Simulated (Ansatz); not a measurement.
Steps of a relaxation of GaH5O2SSi, SMILES `[OH][Ga]([SH])[O][SiH3]` with RKS PBE0-D4/def2-TZVP.

```sh
$ ansatz run in.yaml --threads 4 --pin off --events-out ev --progress --plain --max-ram 10444MiB
```

```yaml
crystal:
  periodic: [false, false, false]
  atoms:
    - {symbol: O, position_ang: [-2.335690, -0.390990, 1.330480]}
    - {symbol: Ga, position_ang: [-0.652240, -0.728660, 1.041410]}
    - {symbol: S, position_ang: [0.488850, -2.206680, 2.202730]}
    - {symbol: O, position_ang: [0.207720, 0.127830, -0.221940]}
    - {symbol: Si, position_ang: [0.771910, 1.052160, -1.439250]}
    - {symbol: H, position_ang: [-2.843280, 0.251190, 0.834670]}
    - {symbol: H, position_ang: [1.591320, -1.954560, 1.497620]}
    - {symbol: H, position_ang: [2.229310, 0.922630, -1.368340]}
    - {symbol: H, position_ang: [0.322370, 2.425260, -1.199070]}
    - {symbol: H, position_ang: [0.219730, 0.501820, -2.678310]}
basis:
  gaussian: {orbitals: def2-TZVP}
hamiltonian: {xc: pbe0, dispersion: d4}
relax: {f_tol: 0.005, max_steps: 150}
```

Positions (Å) and forces (eV/Å) along the path, 14 of 29 steps:

```xyz
10
step=1 energy=-75254.3466 eV
O    -2.336   -0.391    1.330   -0.838   -0.131    0.468
Ga   -0.652   -0.729    1.041    0.671   -0.241    0.007
S     0.489   -2.207    2.203   -0.511    0.128    0.058
O     0.208    0.128   -0.222    0.093    0.152   -0.206
Si    0.772    1.052   -1.439   -0.384   -0.786    1.010
H    -2.843    0.251    0.835    0.292    0.037   -0.154
H     1.591   -1.955    1.498    0.237    0.077   -0.175
H     2.229    0.923   -1.368    0.454    0.205   -0.289
H     0.322    2.425   -1.199    0.001    0.499   -0.175
H     0.220    0.502   -2.678   -0.015    0.060   -0.544
10
step=3 energy=-75254.4401 eV
O    -2.362   -0.432    1.388   -0.179   -0.111    0.191
Ga   -0.657   -0.738    1.055    0.190    0.073   -0.155
S     0.416   -2.212    2.235    0.261   -0.144    0.056
O     0.200    0.125   -0.220    0.080    0.178   -0.227
Si    0.764    1.048   -1.432    0.007   -0.010    0.007
H    -2.828    0.220    0.863    0.149    0.051   -0.112
H     1.609   -2.061    1.607   -0.390    0.092    0.052
H     2.256    1.008   -1.474   -0.095   -0.034    0.051
H     0.349    2.472   -1.271   -0.015   -0.075    0.046
H     0.254    0.570   -2.751   -0.008   -0.021    0.092
10
step=6 energy=-75254.4696 eV rejected
O    -2.296   -0.306    1.281    0.167   -0.098    0.046
Ga   -0.595   -0.766    1.055    0.079   -0.032    0.001
S     0.360   -2.254    2.325   -0.038    0.026   -0.015
O     0.432   -0.064   -0.210    0.030    0.419   -0.395
Si    0.717    1.027   -1.407    0.020   -0.230    0.364
H    -2.590    0.366    0.666   -0.075    0.114   -0.097
H     1.519   -2.110    1.656   -0.029   -0.008    0.019
H     2.196    1.193   -1.569   -0.211   -0.013    0.040
H     0.110    2.364   -1.100    0.059   -0.170    0.010
H     0.145    0.549   -2.696   -0.003   -0.008    0.027
10
step=8 energy=-75254.4794 eV
O    -2.282   -0.305    1.277    0.066   -0.023    0.004
Ga   -0.583   -0.769    1.055    0.022   -0.006   -0.001
S     0.356   -2.259    2.332   -0.027    0.011   -0.002
O     0.412   -0.044   -0.218    0.057    0.173   -0.195
Si    0.712    1.030   -1.411   -0.015   -0.096    0.192
H    -2.577    0.365    0.657   -0.022    0.028   -0.022
H     1.522   -2.128    1.675   -0.010   -0.004    0.007
H     2.186    1.192   -1.564   -0.088   -0.007    0.010
H     0.113    2.364   -1.102    0.019   -0.072   -0.001
H     0.141    0.553   -2.700   -0.001   -0.005    0.008
10
step=12 energy=-75254.4939 eV
O    -2.177   -0.201    1.190    0.021    0.008   -0.016
Ga   -0.503   -0.770    1.031   -0.023    0.016   -0.006
S     0.275   -2.293    2.371   -0.001    0.001   -0.004
O     0.567   -0.113   -0.224    0.009    0.041   -0.043
Si    0.668    1.018   -1.395    0.024   -0.013    0.037
H    -2.420    0.481    0.559    0.011   -0.011    0.012
H     1.477   -2.256    1.767   -0.002   -0.006    0.004
H     2.097    1.373   -1.607   -0.040   -0.008    0.004
H    -0.081    2.253   -1.019   -0.003   -0.024    0.002
H     0.098    0.507   -2.672    0.004   -0.004    0.009
10
step=14 energy=-75254.4984 eV
O    -2.103   -0.114    1.171   -0.026   -0.050    0.066
Ga   -0.460   -0.762    1.027    0.041   -0.004   -0.014
S     0.223   -2.336    2.361    0.009    0.037   -0.043
O     0.650   -0.132   -0.214   -0.035    0.005    0.030
Si    0.642    1.002   -1.388    0.004    0.044   -0.033
H    -2.303    0.594    0.556   -0.010    0.073   -0.062
H     1.430   -2.340    1.769    0.015   -0.030    0.018
H     2.021    1.528   -1.572   -0.061   -0.011    0.019
H    -0.267    2.140   -1.034    0.052   -0.082   -0.015
H     0.168    0.421   -2.676    0.010    0.019    0.034
10
step=15 energy=-75254.4977 eV rejected
O    -2.072   -0.060    1.161   -0.020   -0.032    0.043
Ga   -0.445   -0.752    1.025    0.090   -0.008   -0.025
S     0.205   -2.352    2.347    0.004   -0.008    0.004
O     0.687   -0.136   -0.206   -0.053    0.050   -0.009
Si    0.627    0.993   -1.385    0.012    0.094   -0.033
H    -2.246    0.664    0.555    0.025    0.013   -0.020
H     1.424   -2.415    1.778   -0.063    0.040   -0.013
H     1.977    1.614   -1.545   -0.165   -0.056    0.022
H    -0.370    2.071   -1.050    0.138   -0.150   -0.043
H     0.213    0.373   -2.679    0.032    0.057    0.073
10
step=16 energy=-75254.5008 eV
O    -2.096   -0.090    1.183    0.015    0.002   -0.004
Ga   -0.458   -0.756    1.030    0.001   -0.006    0.007
S     0.220   -2.341    2.352    0.002    0.001   -0.003
O     0.650   -0.133   -0.214   -0.010    0.000    0.001
Si    0.636    0.996   -1.391    0.010    0.007   -0.008
H    -2.278    0.625    0.569   -0.008    0.008    0.000
H     1.427   -2.370    1.761   -0.002   -0.003    0.000
H     2.000    1.566   -1.544   -0.007    0.003    0.005
H    -0.311    2.102   -1.058   -0.003   -0.011   -0.002
H     0.209    0.402   -2.687    0.002   -0.001    0.003
10
step=19 energy=-75254.5041 eV
O    -2.046   -0.009    1.218    0.053    0.037   -0.060
Ga   -0.439   -0.746    1.038   -0.054    0.015    0.037
S     0.196   -2.368    2.336    0.018   -0.003   -0.014
O     0.672   -0.144   -0.214    0.007    0.015   -0.039
Si    0.620    0.977   -1.399   -0.007    0.048   -0.020
H    -2.194    0.723    0.612   -0.001   -0.054    0.051
H     1.391   -2.445    1.723   -0.024    0.003    0.008
H     1.921    1.698   -1.462   -0.059   -0.038    0.000
H    -0.465    1.976   -1.136    0.040   -0.043   -0.010
H     0.342    0.338   -2.716    0.027    0.020    0.047
10
step=20 energy=-75254.5056 eV
O    -2.035    0.009    1.242   -0.002    0.008    0.000
Ga   -0.439   -0.740    1.044    0.013    0.000   -0.007
S     0.199   -2.366    2.335   -0.006    0.001    0.002
O     0.660   -0.158   -0.230   -0.010   -0.002    0.007
Si    0.618    0.973   -1.405    0.002   -0.006   -0.003
H    -2.194    0.735    0.633    0.000   -0.003    0.004
H     1.384   -2.453    1.706    0.004   -0.001   -0.004
H     1.905    1.714   -1.432   -0.002    0.003    0.004
H    -0.488    1.948   -1.163   -0.003   -0.002   -0.001
H     0.391    0.339   -2.731    0.004    0.001   -0.001
10
step=22 energy=-75254.5069 eV
O    -1.989    0.087    1.325   -0.030   -0.032    0.055
Ga   -0.436   -0.725    1.059    0.081    0.014   -0.078
S     0.202   -2.365    2.331    0.003   -0.014    0.012
O     0.627   -0.199   -0.272   -0.044   -0.023    0.058
Si    0.609    0.953   -1.425    0.032    0.009   -0.071
H    -2.170    0.798    0.707    0.013    0.034   -0.040
H     1.353   -2.507    1.649   -0.020    0.015   -0.002
H     1.829    1.801   -1.318   -0.061   -0.027    0.000
H    -0.595    1.830   -1.276    0.032   -0.016   -0.015
H     0.571    0.328   -2.779   -0.008    0.040    0.082
10
step=25 energy=-75254.5080 eV
O    -1.976    0.100    1.333    0.004   -0.005    0.001
Ga   -0.430   -0.725    1.060   -0.013    0.013    0.000
S     0.194   -2.375    2.328    0.005   -0.002   -0.002
O     0.629   -0.198   -0.268    0.007    0.000   -0.004
Si    0.605    0.951   -1.427   -0.007    0.000    0.004
H    -2.141    0.814    0.711    0.000    0.004   -0.001
H     1.340   -2.517    1.639    0.002   -0.005    0.003
H     1.799    1.826   -1.302   -0.005   -0.004   -0.002
H    -0.617    1.802   -1.301    0.005   -0.003   -0.002
H     0.596    0.321   -2.773    0.003    0.003    0.004
10
step=26 energy=-75254.5081 eV
O    -1.967    0.115    1.347    0.010    0.000   -0.005
Ga   -0.428   -0.721    1.064   -0.012   -0.001    0.007
S     0.194   -2.377    2.326    0.004    0.000   -0.005
O     0.625   -0.201   -0.272    0.009    0.003   -0.008
Si    0.602    0.947   -1.431   -0.001    0.012   -0.002
H    -2.129    0.830    0.727   -0.003   -0.002    0.003
H     1.332   -2.533    1.627   -0.005    0.002    0.003
H     1.776    1.847   -1.282   -0.014   -0.011   -0.004
H    -0.639    1.776   -1.329    0.013   -0.011   -0.003
H     0.634    0.317   -2.777   -0.001    0.007    0.013
10
step=29 energy=-75254.5081 eV
O    -1.961    0.121    1.349   -0.001    0.001    0.000
Ga   -0.425   -0.720    1.064   -0.001   -0.001    0.001
S     0.189   -2.381    2.322   -0.001    0.001   -0.001
O     0.632   -0.201   -0.270    0.000    0.001    0.000
Si    0.601    0.946   -1.430   -0.001    0.000    0.000
H    -2.123    0.837    0.729    0.000    0.000    0.000
H     1.328   -2.536    1.625    0.002   -0.002    0.000
H     1.765    1.857   -1.281   -0.001    0.000    0.000
H    -0.648    1.762   -1.334    0.001    0.000    0.001
H     0.642    0.315   -2.774    0.000    0.000   -0.001
```

Run time 2.3 min (4 threads of an Arm Neoverse V1 on a shared host); peak host memory 0.71 GiB.
